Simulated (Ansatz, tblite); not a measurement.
Isomers of Cd9Te8⁺ (doublet), found by a short tight-binding search and relaxed with PBE-D4/def2-SVP in Ansatz.

In the def2 sets Cd, Te take a core potential; there is no spin–orbit coupling. The xTB rows come from tblite. Single mean-field runs in def2-SVP, def2-mTZVP are fitted with def2-universal-jkfit.

Run but left out: PBE-QIDH/def2-SVP (A: ⟨S²⟩ 1.16, where a pure state has 0.75).

Other spin states weren't relaxed.

A:

```xyz
17

Cd    4.3796   -0.3831    1.6956
Cd    1.8079   -0.3485    0.4235
Cd   -1.4757    0.6869    1.1744
Cd   -0.3940    0.0162   -2.6981
Cd   -0.6703   -2.4402   -0.3643
Cd   -3.0520    3.0366   -0.9086
Cd    3.2476   -1.4252    4.5713
Cd    1.3083    1.5783    3.9095
Cd   -1.8238   -5.1406   -0.5792
Te    0.8530    2.6766   -2.1665
Te   -1.3569    3.4649   -3.7508
Te    0.4419   -2.2049    2.3324
Te    0.8614    2.3568    0.7485
Te   -1.6376    1.1157   -5.0701
Te   -2.6978   -0.5361   -1.0077
Te    1.6185   -1.8371   -1.9612
Te   -1.4100   -0.6164    3.6513
```

B:

Cartesian coordinates in Å:
```
Cd 2.411 -0.581 1.449
Cd -0.746 -4.758 -3.323
Cd -0.497 3.528 3.409
Cd 0.079 -2.754 1.013
Cd 1.348 0.645 -2.198
Cd -2.200 0.619 -1.482
Cd 3.809 1.540 -1.379
Cd -0.516 -2.102 -2.067
Cd -1.024 0.146 1.825
Te -2.509 -1.833 0.051
Te 0.556 2.249 0.309
Te 2.159 -2.284 -0.891
Te -2.734 2.999 -0.158
Te 3.202 2.064 1.487
Te -3.135 1.985 2.380
Te 0.641 -1.502 3.444
Te -0.843 0.039 -3.869
```

C:

```xyz
17

Cd   -1.726    2.327    1.979
Cd    2.981   -1.469    1.701
Cd    2.426    2.589    1.009
Cd    0.962   -3.248    1.519
Cd   -0.516   -3.435   -1.613
Cd    0.928    2.481   -1.559
Cd   -2.429   -0.424   -2.437
Cd   -1.931    2.242   -1.357
Cd    0.018    4.261    0.959
Te    2.604   -0.098   -1.578
Te   -2.947   -1.324    0.431
Te   -1.374   -4.501    0.698
Te    4.475    0.599    0.483
Te   -0.053   -0.459   -0.046
Te    0.074   -1.499   -3.407
Te   -3.989    1.379    0.650
Te    0.497    0.577    2.567
```

D:

```xyz
17

Cd   -3.134    1.396   -0.538
Cd    3.473    1.043    0.708
Cd   -0.160   -2.518   -2.301
Cd    0.715    2.731   -1.733
Cd   -1.600    3.861   -0.447
Cd   -0.140    0.094    0.190
Cd   -5.169   -0.533   -1.625
Cd    1.593   -1.892    1.979
Cd   -0.655   -2.877    0.619
Te    2.419   -0.915   -1.804
Te    1.200    1.824    2.130
Te   -2.616   -0.154    1.883
Te   -3.432   -2.612    0.956
Te   -1.054    0.539   -2.509
Te    4.045   -1.741    0.396
Te    3.395    1.884   -2.012
Te    1.121   -0.128    4.106
```

**Question.** Estimate which lies lowest at each level, and how far above it the others are (eV).

**Answer.** 
| level | A | B | C | D |
| --- | --- | --- | --- | --- |
| GFN1-xTB | 0.00 | 1.53 | 1.57 | 1.40 |
| GFN2-xTB | 1.17 | 0.00 | 2.53 | 2.19 |
| PBE-D4/def2-SVP | 1.92 | 0.00 | 2.48 | 2.47 |
| r2SCAN-D4/def2-SVP | 2.61 | 0.00 | 3.00 | 2.89 |
| r2SCAN-D4/def2-mTZVP | 2.64 | 0.00 | 2.94 | 2.89 |
| PBE0-D4/def2-SVP | 2.65 | 0.00 | 3.30 | 3.14 |
Point groups (tolerance 0.1 Å): A not assigned, B not assigned, C not assigned, D not assigned. Lower isomers may exist.
